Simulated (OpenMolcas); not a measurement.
Tb4+: effect of the metal basis and ligand basis

Tb4+ with 6 ligands (fluoride) in octahedral coordination (Oh) at 2.07 Å. A charge of +0.333 e stands 3.2 Å behind each ligand.

| Item | Value |
| --- | --- |
| Program | OpenMolcas 26.06 |
| Method | CASSCF |
| Spin-orbit coupling | state interaction with AMFI integrals over the reference wave functions |

Fixed: active space 7 electrons in 7 orbitals (4f), DKH2 Hamiltonian.

States (labels of O, the rotations of Oh). Energies in cm-1 above the lowest state or level, χT in cm3 K/mol.

```
Run   Metal basis  Ligand basis  Ground state  χT at 300 K                     Cost
  A  ANO-RCC-VDZP  ANO-RCC-VDZP           8A1        7.840  roughly 70 core-seconds
  B  ANO-RCC-VTZP  ANO-RCC-VTZP           8A1        7.842   roughly 3 core-minutes
```

Costs are those of the RASSCF and RASSI steps.

No quartet enters the spin-orbit mixing, so the splitting and order within the octet and the sextets are unsound, and g values and χT are rough. No measured value stands beside these numbers; the geometry is a model, was not optimised and need not be the one that this ion takes.
